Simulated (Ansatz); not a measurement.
Reaction (formal hydrolysis of the Al–S bond): `C[O][Al]([SH])[SH]` + H₂O → `C[O][Al]([OH])[SH]` + H₂S

Calculated with Ansatz (gas phase, PBE0-D4/def2-TZVP geometries, no zero-point term in ΔE). CCSD(T)/CBS adds triple-zeta CCSD(T) − MP2 to the extrapolated MP2 energy (def2 sets, frozen cores). This one scheme is used for every species. DFT in def2-TZVPP. B3LYP here is the variant with VWN-RPA as its local correlation; programs differ in this. Each species was taken in one conformer, which may not be the lowest.

`C[O][Al]([SH])[SH]`:

Z-matrix (Å, degrees):
```
C
O 1 1.399
H 1 1.097 2 112.6
H 1 1.094 2 109.9 3 120.5
H 1 1.094 2 110.0 3 -120.5
Al 2 1.676 1 136.0 3 0.5
S 6 2.172 2 118.7 1 -179.9
S 6 2.178 2 120.1 1 -0.1
H 7 1.345 6 91.4 2 -0.1
H 8 1.344 6 92.6 2 -179.9
```

H₂O:

```xyz
3

O    -0.086    0.031    0.378
H    -0.324   -0.682   -0.218
H     0.410    0.651   -0.160
```

`C[O][Al]([OH])[SH]`:

Z-matrix (Å, degrees):
```
C
O 1 1.397
H 1 1.095 2 110.0
H 1 1.095 2 110.0 3 118.9
H 1 1.097 2 112.7 3 -120.6
Al 2 1.673 1 135.4 3 119.5
S 6 2.183 2 118.3 1 0.2
O 6 1.685 2 117.7 1 -179.8
H 7 1.344 6 93.7 2 179.9
H 8 0.954 6 124.7 2 180.0
```

H₂S:

```xyz
3

S    -0.483   -0.322    0.216
H     0.791   -0.633   -0.064
H    -0.309    0.956   -0.152
```

```json
{"level": "PBE0-D4", "ΔE (kJ/mol)": "-9.2", "difference from CCSD(T)/CBS": "5.8"}
{"level": "B3LYP-D4", "ΔE (kJ/mol)": "-20.4", "difference from CCSD(T)/CBS": "-5.4"}
{"level": "ωB97X-V", "ΔE (kJ/mol)": "-18.8", "difference from CCSD(T)/CBS": "-3.8"}
{"level": "ωB97M-V", "ΔE (kJ/mol)": "-18.6", "difference from CCSD(T)/CBS": "-3.6"}
{"level": "PBE", "ΔE (kJ/mol)": "-12.5", "difference from CCSD(T)/CBS": "2.5"}
{"level": "r2SCAN", "ΔE (kJ/mol)": "-17.8", "difference from CCSD(T)/CBS": "-2.8"}
{"level": "B3LYP", "ΔE (kJ/mol)": "-24.9", "difference from CCSD(T)/CBS": "-9.9"}
{"level": "HF/def2-TZVPP", "ΔE (kJ/mol)": "-26.5", "difference from CCSD(T)/CBS": "-11.5"}
{"level": "MP2/def2-TZVPP", "ΔE (kJ/mol)": "-16.7", "difference from CCSD(T)/CBS": "-1.7"}
{"level": "SCS-MP2/def2-TZVPP", "ΔE (kJ/mol)": "-21.6", "difference from CCSD(T)/CBS": "-6.6"}
{"level": "CCSD(T)/def2-TZVPP", "ΔE (kJ/mol)": "-18.8", "difference from CCSD(T)/CBS": "-3.8"}
{"level": "HF/def2-QZVPP", "ΔE (kJ/mol)": "-28.0", "difference from CCSD(T)/CBS": "-13.0"}
{"level": "MP2/def2-QZVPP", "ΔE (kJ/mol)": "-15.0", "difference from CCSD(T)/CBS": "0.0"}
{"level": "SCS-MP2/def2-QZVPP", "ΔE (kJ/mol)": "-19.8", "difference from CCSD(T)/CBS": "-4.8"}
{"level": "MP2/CBS(def2)", "ΔE (kJ/mol)": "-12.9", "difference from CCSD(T)/CBS": "2.1"}
{"level": "CCSD/CBS(def2)", "ΔE (kJ/mol)": "-17.4", "difference from CCSD(T)/CBS": "-2.4"}
{"level": "CCSD(T)/CBS", "ΔE (kJ/mol)": "-15.0", "difference from CCSD(T)/CBS": "0"}
```

Largest T1 diagnostic among the species: 0.012.

In def2-TZVPP, CCSD(T) changes the Hartree–Fock value by +7.8 kJ/mol (the triples alone add +2.4 kJ/mol) and MP2 by +9.8 kJ/mol. The D4 term adds +4.5 kJ/mol with B3LYP and +2.6 kJ/mol with PBE0; it sums over pairs of atoms, weighted by their polarisabilities, and B3LYP, whose exchange is more repulsive, gets the larger term.
